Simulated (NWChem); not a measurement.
Species: FeH₁₂O₆ (charge +3), sextet; SMILES [OH2]->[Fe+3](<-[OH2])(<-[OH2])(<-[OH2])(<-[OH2])<-[OH2]

All runs: NWChem. Spin-unrestricted. Structure relaxed at the B3LYP/6-31G* (spherical d), spin-unrestricted level. No frequency run checked for a minimum. No stability test was run on the SCF state.

Q: Estimate the computed values for B3LYP/def2-SVPD. Quantities: highest occupied level (eV); lowest empty minus highest occupied level, either spin (eV); <S²>.

A: 
- highest occupied level (eV) = -23.39
- lowest empty minus highest occupied level, either spin (eV) = 4.52
- <S²> = 8.75
